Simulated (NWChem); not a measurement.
# BNH5 cation; SMILES [NH3+]B

```xyz
7

B     -0.0008    -0.9194    -0.0111
N     -0.0016     0.6314    -0.0102
H     -1.0822    -1.4445     0.0092
H      1.0845    -1.4368     0.0086
H      0.0549     0.9474     0.9842
H     -0.8658     1.0595    -0.3950
H      0.8242     1.0516    -0.4801
```
Atoms are numbered in this order, from 1.

Structure relaxed at the PBE-D3(BJ)/def2-SVP level.

Problem. List the 4 lowest vertical singlet excitations and the 4 lowest triplet ones from LRC-wPBEh/6-31G* (spherical d), full TDDFT (NWChem).

Solution. 
```
state  energy (eV)  oscillator strength  leading excitation (squared amplitude)
-----  -----------  -------------------  --------------------------------------
S1            6.15                0.000                      HOMO → LUMO (1.00)
S2            8.19                0.051                    HOMO−1 → LUMO (0.99)
S3           10.30                0.000                    HOMO → LUMO+1 (0.98)
S4           11.94                0.033                  HOMO−1 → LUMO+1 (0.75)
T1            5.19       spin-forbidden                      HOMO → LUMO (1.00)
T2            6.69       spin-forbidden                    HOMO−1 → LUMO (0.98)
T3            9.99       spin-forbidden                    HOMO → LUMO+1 (0.94)
T4           11.20       spin-forbidden                    HOMO−2 → LUMO (0.48)
```
